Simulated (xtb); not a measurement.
COS, charge +1, doublet, from a rough starting geometry (a state made from the parent by changing its charge; the spin is typed, not shown lowest); GFN2-xTB (xtb).

Input for xtb:
```
$ xtb mol.xyz --gfn 2 --chrg 1 --uhf 1 --opt vtight --json

# file mol.xyz
3

O     -1.30267681     0.08229688    -0.03342177
C     -0.14946228     0.04173824    -0.01282402
S      1.38389714    -0.06862042    -0.00394341
```

The log (banner, timings and long lists left out):

```
   ID    Z sym.   atoms
    1    8 O      1
    2    6 C      2
    3   16 S      3

           -------------------------------------------------
          |                Calculation Setup                |
           -------------------------------------------------

           -------------------------------------------------
          |                 G F N 2 - x T B                 |
           -------------------------------------------------

          ...................................................
          :                      SETUP                      :
          :.................................................:
          :  # basis functions                  18          :
          :  # atomic orbitals                  17          :
          :  # shells                            7          :
          :  # electrons                        15          :
          :  max. iterations                   250          :
          :  Hamiltonian                  GFN2-xTB          :
          :  restarted?                      false          :
          :  GBSA solvation                  false          :
          :  PC potential                    false          :
          :  electronic temp.          300.0000000     K    :
          :  accuracy                    1.0000000          :
          :  -> integral cutoff          0.2500000E+02      :
          :  -> integral neglect         0.1000000E-07      :
          :  -> SCF convergence          0.1000000E-05 Eh   :
          :  -> wf. convergence          0.1000000E-03 e    :
          :  Broyden damping             0.4000000          :
          :  net charge                          1          :
          :  unpaired electrons                  1          :
          ...................................................

 iter      E             dE          RMSdq      gap      omega  full diag
   1     -8.9519452 -0.895195E+01  0.762E+00    4.36       0.0  T
   2     -8.9727184 -0.207732E-01  0.464E+00    5.01       1.0  T
   3     -8.9764875 -0.376913E-02  0.238E+00    4.67       1.0  T
   4     -8.9771090 -0.621478E-03  0.519E-01    4.74       1.0  T
   5     -8.9774671 -0.358132E-03  0.227E-01    4.73       1.0  T
   6     -8.9774723 -0.517674E-05  0.150E-01    4.73       1.0  T
   7     -8.9774771 -0.475551E-05  0.336E-02    4.74       1.7  T
   8     -8.9774772 -0.183236E-06  0.273E-02    4.73       2.1  T
   9     -8.9774781 -0.867819E-06  0.209E-03    4.74      27.7  T
[...]
         :: total energy              -8.871949543905 Eh    ::
 * total energy  :    -8.8719495 Eh     change       -0.5559997E-12 Eh
 * total energy  :    -8.8749912 Eh     change       -0.3041692E-02 Eh
 * total energy  :    -8.8758452 Eh     change       -0.8539892E-03 Eh
 * total energy  :    -8.8758900 Eh     change       -0.4480793E-04 Eh
 * total energy  :    -8.8758963 Eh     change       -0.6248159E-05 Eh
 * total energy  :    -8.8759084 Eh     change       -0.1212914E-04 Eh
 * total energy  :    -8.8759125 Eh     change       -0.4069862E-05 Eh
 * total energy  :    -8.8759138 Eh     change       -0.1348103E-05 Eh
 * total energy  :    -8.8759143 Eh     change       -0.4522108E-06 Eh
 * total energy  :    -8.8759143 Eh     change       -0.6067502E-10 Eh
   *** GEOMETRY OPTIMIZATION CONVERGED AFTER 10 ITERATIONS ***
         :: total energy              -8.875914280957 Eh    ::
[...]
        13                         -0.2845529              -7.7431
        14                         -0.1993012              -5.4233
        15                         -0.1993012              -5.4233
        16                          0.2117210               5.7612
        17                          0.9040154              24.5995
      -------------------------------------------------------------
                  HL-Gap            0.1655909 Eh            4.5060 eV
             Fermi-level           -0.6632566 Eh          -18.0481 eV

     #   Z          covCN         q      C6AA      α(0)
     1   8 O        0.860     0.093    13.919     5.002
     2   6 C        1.832     0.258    25.207     8.111
     3  16 S        0.981     0.648   115.765    18.198

 Mol. C6AA /au·bohr⁶  :        377.474188
 Mol. C8AA /au·bohr⁸  :      14080.322204
 Mol. α(0) /au        :         31.311492

Wiberg/Mayer (AO) data.
largest (>0.10) Wiberg bond orders for each atom

 ---------------------------------------------------------------------------
     #   Z sym  total        # sym  WBO       # sym  WBO       # sym  WBO
 ---------------------------------------------------------------------------
     1   8 O    2.544 --     2 C    2.305     3 S    0.239
     2   6 C    3.864 --     1 O    2.305     3 S    1.559
     3  16 S    1.798 --     2 C    1.559     1 O    0.239
 ---------------------------------------------------------------------------

Topologies differ in total number of bonds
Writing topology from bond orders to xtbtopo.mol

molecular dipole:
                 x           y           z       tot (Debye)
 q only:        1.420      -0.049      -0.016
   full:        1.468      -0.052      -0.016       3.734
molecular quadrupole (traceless):
                xx          xy          yy          xz          yz          zz
 q only:        5.258      -0.383      -2.620       0.018      -0.002      -2.638
  q+dip:        5.053      -0.363      -2.518       0.012      -0.001      -2.535
   full:        3.672      -0.244      -1.830      -0.010      -0.000      -1.841

optimized geometry written to: xtbopt.xyz

           -------------------------------------------------
          | TOTAL ENERGY               -8.875914280957 Eh   |
          | GRADIENT NORM               0.000008420433 Eh/α |
          | HOMO-LUMO GAP               4.505958661502 eV   |
           -------------------------------------------------

normal termination of xtb
```
